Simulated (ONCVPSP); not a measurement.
**Be: one change to an ONCV potential, before and after**

```json
{
 "Element": "beryllium (Be)",
 "Generator": "ONCVPSP 4.0.1",
 "Type": "optimised norm-conserving Vanderbilt (ONCV)",
 "Functional": "PBE",
 "Relativity": "scalar-relativistic",
 "Frozen core": "none",
 "Valence charge": "4",
 "Reference configuration": "1s2 2s2",
 "Partial waves": "1s+2s: rc 0.65 bohr, ncon 5, nbas 9, qcut 19.8 1/bohr, 3 projectors, debl 1.9 Ha; p scattering state at 0.06 Ha: rc 0.50 bohr, ncon 4, nbas 7, qcut 19.7 1/bohr, 2 projectors, debl 1.3 Ha; d scattering state at 0.02 Ha: rc 0.50 bohr, ncon 3, nbas 7, qcut 16.2 1/bohr, 2 projectors, debl 0.8 Ha",
 "Local potential": "polynomial inside 0.40 bohr (lpopt 2, dvloc0 -1 Ha)",
 "Core correction": "none"
}
```

Change: core [He], valence charge 2; reference 2s2; waves now 2s: rc 1.95 bohr, ncon 4, nbas 8, qcut 2.8 1/bohr, 2 projectors, debl 1.1 Ha; p scattering state at 0.26 Ha: rc 1.65 bohr, ncon 4, nbas 9, qcut 5.2 1/bohr, 2 projectors, debl 2.2 Ha; d scattering state at 0.27 Ha: rc 1.65 bohr, ncon 5, nbas 8, qcut 5.1 1/bohr, 2 projectors, debl 1.6 Ha; local potential polynomial inside 1.60 bohr (lpopt 1, dvloc0 4 Ha); core correction polynomial model core, fcfact 0.45. In the p channel the program set the typed energies aside and used 0.050, 2.250 Ha.

Cutoffs: the cutoffs (Ha) at which the residual kinetic energy of the hardest occupied pseudo-wave falls to 1 and 0.1 mHa per electron; they do not see the model core or the augmentation charge, which bear on the density cutoff. Errors are all-electron minus pseudo energies relative to the spin-unpolarised reference configuration.

Problem. What does the change do?

Solution. The potential gets softer (142 Ha and 167 Ha → 5.7 Ha and 38 Ha); the lowest positive-energy flag moves from d at 37.2 eV to none; neither file shows a bound ghost. The shells moved into the core no longer need plane waves of their own. Several settings change at once here, so the effects cannot be laid on one of them.

| quantity | base | changed |
| --- | --- | --- |
| cutoff, loose | 142 Ha | 5.7 Ha |
| cutoff, tight | 167 Ha | 38 Ha |
| bound ghosts | none | none |
| GHOST(+) flags under 300 eV | d at 37.2 eV | none |
| largest error over its own tests, meV | +356 | -5.8 |

Changed file: The cutoffs count occupied waves only; projector 2 of the p channel, the hardest unoccupied one, needs 16 Ha at the loose tolerance.
